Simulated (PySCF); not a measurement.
C₆H₁₁N₃O.
Numbering: `[CH3:1][O:2][c:3]1[cH:4][n:5][n:6]([CH:7]([CH3:8])[CH3:9])[n:10]1`

Geometry (GFN2-xTB, Å), atoms numbered from 1 in this order:
```
atom  x, y, z in Å
C1     3.5742    0.5200   -0.4876
O2     3.0933   -0.4808    0.3865
C3     1.7592   -0.5460    0.4871
C4     1.0183   -1.4408    1.2792
N5    -0.2627   -1.1708    1.0888
N6    -0.2856   -0.1802    0.2385
C7    -1.5064    0.4220   -0.2321
C8    -2.3627   -0.6397   -0.9157
C9    -2.2411    1.0625    0.9426
N10    0.9021    0.2387   -0.1581
H11    3.1984    0.3611   -1.5018
H12    4.6594    0.4414   -0.4701
H13    3.2604    1.5113   -0.1503
H14    1.3536   -2.2164    1.9328
H15   -1.1959    1.1870   -0.9506
H16   -1.8280   -1.0794   -1.7539
H17   -3.2849   -0.1976   -1.2822
H18   -2.6009   -1.4257   -0.2041
H19   -3.1589    1.5310    0.5990
H20   -2.4832    0.3008    1.6791
H21   -1.6174    1.8184    1.4133
```

NICS = −σ at a ghost point: NICS(0) at the centroid of the ring atoms, NICS(1) 1 Å to either side along the normal of their mean plane, zz for the tensor component along that normal. Level: GIAO PBE0/pcSseg-1 (PySCF, non-relativistic, gas phase) on the GFN2-xTB geometry, one conformer.

Ring bond lengths (Å), with Mayer bond orders in brackets: C3–C4 1.406 (1.28), C4–N5 1.323 (1.49), N5–N6 1.306 (1.25), N6–N10 1.320 (1.18), N10–C3 1.329 (1.45).

Problem. Give the NICS values of each ring in ppm.

Solution. 
| ring | type | NICS(0) | NICS(1), two faces | NICS(1)zz, two faces | rms pucker (Å) | centre to ring atoms, mean (Å) |
| --- | --- | --- | --- | --- | --- | --- |
| C3–C4–N5–N6–N10 | 5-membered ring with 3 N; formal bonds all aromatic | -13.1 | -12.3 / -12.3 | -29.5 / -29.4 | 0.00 | 1.14 |

Problem. What do they say, and how far can they be read as aromaticity?

Solution. 
- C3–C4–N5–N6–N10: mean NICS(1)zz -29.4 ppm, shielded, aromatic by this magnetic criterion (flat ring, no four-coordinate atom).

Problem. How equal are the bonds by HOMA? HOMA takes Krygowski's 1993 parameters.

Solution. 
- C3–C4–N5–N6–N10: HOMA 0.98; the largest term is that of C3–C4, α(R − Ropt)² = 0.08. The geometric and the magnetic index point the same way.

Problem. At the second NICS(1) probe listed for ring C3–C4–N5–N6–N10, 1 Å off the ring, how large is the induced field along the normal in 7.05 T applied along it?

Solution. NICSzz × B0 = -29.4 ppm × 7.05 T = -207 μT, against the applied field.
